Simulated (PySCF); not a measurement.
How methods differ on the ionisation energy of Pb

Pb [Xe] 4f14 5d10 6s2 6p2 (3P) → Pb⁺ [Xe] 4f14 5d10 6s2 6p1 (2P), as a difference of total energies. Calculation: PySCF 2.14, in def2-TZVP with the def2 core potential (60 electrons); scalar relativity through the core potential. Correlated levels: valence: 5s2 5p6 5d10 frozen. The calculations carry no spin-orbit coupling.

```tsv
method	ionisation energy (eV)
UHF	6.569
PBE0	7.017
M06-L	6.603
MP2 (valence)	6.823
SCS-MP2 (valence)	6.762
CCSD (valence)	6.858
CCSD(T) (valence)	6.875
```

**Question.** How much does correlation contribute at CCSD(T) (valence)?

**Answer.** 6.875 − (6.569) = 0.306 eV, measured against UHF.

Spin-orbit coupling is strong in these open shells (close to jj coupling). The scalar numbers leave it out and a first-order estimate fails, so it can dominate the gap to the real levels.

Errors of the correlated levels include the incompleteness of this basis and the frozen core.

For comparison: 7.417 eV (measured; NIST Atomic Spectra Database, ionization energies).
